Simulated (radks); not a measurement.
Values are calculated unless marked as measured or tabulated.
Task: Coherent X-ray form factor from a spherical all-electron density. Code: a radial shooting solver on a logarithmic mesh with Libxc functionals. Model: scalar-relativistic Kohn-Sham, exchange-only LDA, spin-polarised, spherical densities, point nucleus.

| sin(theta)/lambda (1/angstrom) | f0 (electrons) |
|---|---|
| 0.05 | 38.593 |
| 0.1 | 37.436 |
| 0.15 | 35.701 |
| 0.2 | 33.611 |
| 0.25 | 31.386 |
| 0.3 | 29.201 |
| 0.4 | 25.341 |
| 0.5 | 22.332 |
| 0.6 | 20.009 |
| 0.8 | 16.432 |
| 1 | 13.432 |
| 1.25 | 10.341 |
| 1.5 | 8.160 |
| 2 | 5.945 |

The species is in the configuration that NIST lists as its ground one. Which atom or ion scatters so?

Result: The technetium ion Tc4+, [Kr] 4d3. Extrapolating in s^2 from the first two rows gives f0(0) = 39.0, near the electron count 39; among species with that count, the fall with angle is slower the higher Z, and the table is that of Z = 43; from so few rows the species is fixed only to a neighbour or two.
